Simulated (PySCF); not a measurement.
PySCF input (BP86/6-31G* with LANL2DZ past Ar (5d)):

```python
from pyscf import gto, dft

mol = gto.M(
    atom='''
    Si    0.37905529    0.37458605    1.09033515
    Cl    1.11439094    1.83057975   -0.21844460
    Br   -0.69289771   -1.03897316   -0.33003239
    ''',
    basis={'default': '6-31g*', 'Br': 'lanl2dz'},
    ecp={'Br': 'lanl2dz'},
    charge=0,
    spin=0,
    verbose=4,
)

mf = dft.RKS(mol, xc='bp86')
mf.grids.level = 3
mf.conv_tol = 1e-9
mf.max_cycle = 100
mf.max_memory = 1500
mf.kernel()
if not mf.converged:
    mf = mf.newton()
    mf.kernel(mf.make_rdm1())
mf.dip_moment()
```

Output:

```
PySCF version 2.14.0

[INPUT] verbose = 4
[INPUT] num. atoms = 3
[INPUT] num. electrons = 38
[INPUT] charge = 0
[INPUT] spin (= nelec alpha-beta = 2S) = 0
[INPUT] symmetry False subgroup None
[INPUT] Mole.unit = angstrom
[INPUT] Symbol           X                Y                Z      unit          X                Y                Z       unit  Magmom
[INPUT]  1 Si     0.379055290000   0.374586050000   1.090335150000 AA    0.716310684168   0.707865044583   2.060434817487 Bohr   0.0
[INPUT]  2 Cl     1.114390940000   1.830579750000  -0.218444600000 AA    2.105893672297   3.459294376675  -0.412800467390 Bohr   0.0
[INPUT]  3 Br    -0.692897710000  -1.038973160000  -0.330032390000 AA   -1.309386904238  -1.963374723174  -0.623670829336 Bohr   0.0

nuclear repulsion = 101.601258449022
number of shells = 20
number of NR pGTOs = 114
number of NR cGTOs = 44
basis = {'default': '6-31g*', 'Br': 'lanl2dz'}
ecp = {'Br': 'lanl2dz'}

******** <class 'pyscf.dft.rks.RKS'> ********
method = RKS
initial guess = minao
damping factor = 0
level_shift factor = 0
DIIS = <class 'pyscf.scf.diis.CDIIS'>
diis_start_cycle = 1
diis_space = 8
diis_damp = 0
SCF conv_tol = 1e-09
SCF conv_tol_grad = None
SCF max_cycles = 100
direct_scf = True
direct_scf_tol = 1e-13
XC library pyscf.dft.libxc version 7.1.2
    S. Lehtola, C. Steigemann, M. J. T. Oliveira, and M. A. L. Marques,  SoftwareX 7, 1–5 (2018)
XC functionals = bp86
    A. D. Becke,  Phys. Rev. A 38, 3098 (1988)
    J. P. Perdew,  Phys. Rev. B 33, 8822 (1986)
    J. P. Perdew,  Phys. Rev. B 34, 7406–7406 (1986)
radial grids:
    Treutler-Ahlrichs [JCP 102, 346 (1995); DOI:10.1063/1.469408] (M4) radial grids

becke partition: Becke, JCP 88, 2547 (1988); DOI:10.1063/1.454033
pruning grids: <function nwchem_prune>
grids dens level: 3
symmetrized grids: False
atomic radii adjust function: <function treutler_atomic_radii_adjust>
small_rho_cutoff = 0
Set gradient conv threshold to 3.16228e-05
Initial guess from minao.
tot grids = 58488
init E= -752.285638095376
  HOMO = -0.0604099319806579  LUMO = 0.00916244017853174  gap/eV = 1.89316
cycle= 1 E= -760.337871433869  delta_E= -8.05  |g|= 2.13  |ddm|= 5.06
  HOMO = -0.106378852759241  LUMO = 0.0274414788374517  gap/eV = 3.64144
cycle= 2 E= -749.19195297279  delta_E= 11.1  |g|= 3.36  |ddm|= 16.9
  HOMO = -0.246865717837522  LUMO = -0.106770867292365  gap/eV = 3.81218
cycle= 3 E= -762.281057074967  delta_E= -13.1  |g|= 1.21  |ddm|= 16.2
  HOMO = -0.211522159724787  LUMO = -0.157265300190225  gap/eV = 1.47640
cycle= 4 E= -762.441262571885  delta_E= -0.16  |g|= 1.23  |ddm|= 3.58
  HOMO = -0.224955613254515  LUMO = -0.117467400931972  gap/eV = 2.92490
cycle= 5 E= -762.962144373979  delta_E= -0.521  |g|= 0.175  |ddm|= 1.71
  HOMO = -0.257758023043223  LUMO = -0.156076855242368  gap/eV = 2.76689
cycle= 6 E= -762.971405419226  delta_E= -0.00926  |g|= 0.103  |ddm|= 0.445
  HOMO = -0.251686199225006  LUMO = -0.148502434430227  gap/eV = 2.80777
cycle= 7 E= -762.975227850933  delta_E= -0.00382  |g|= 0.0166  |ddm|= 0.131
  HOMO = -0.250259124169055  LUMO = -0.147061085782468  gap/eV = 2.80816
cycle= 8 E= -762.975332085792  delta_E= -0.000104  |g|= 0.00338  |ddm|= 0.0226
  HOMO = -0.250111664958119  LUMO = -0.146922767920962  gap/eV = 2.80791
cycle= 9 E= -762.975337196345  delta_E= -5.11e-06  |g|= 0.000519  |ddm|= 0.00593
  HOMO = -0.250103056237652  LUMO = -0.146908567154135  gap/eV = 2.80807
cycle= 10 E= -762.975337271886  delta_E= -7.55e-08  |g|= 0.000134  |ddm|= 0.000786
  HOMO = -0.250096049449066  LUMO = -0.146897777009364  gap/eV = 2.80817
cycle= 11 E= -762.975337281281  delta_E= -9.4e-09  |g|= 1.38e-05  |ddm|= 0.000265
  HOMO = -0.250095928763713  LUMO = -0.14689773274112  gap/eV = 2.80817
cycle= 12 E= -762.975337281322  delta_E= -4.13e-11  |g|= 9.46e-06  |ddm|= 4.39e-05
  HOMO = -0.250096363448474  LUMO = -0.146898601118231  gap/eV = 2.80815
Extra cycle  E= -762.975337281222  delta_E= 1e-10  |g|= 1.7e-05  |ddm|= 4.92e-05
converged SCF energy = -762.975337281222
Dipole moment(X, Y, Z, Debye):  0.24306,  0.13712,  1.18300
```

The geometry given is a B3LYP-D3(BJ)/def2-TZVP minimum.
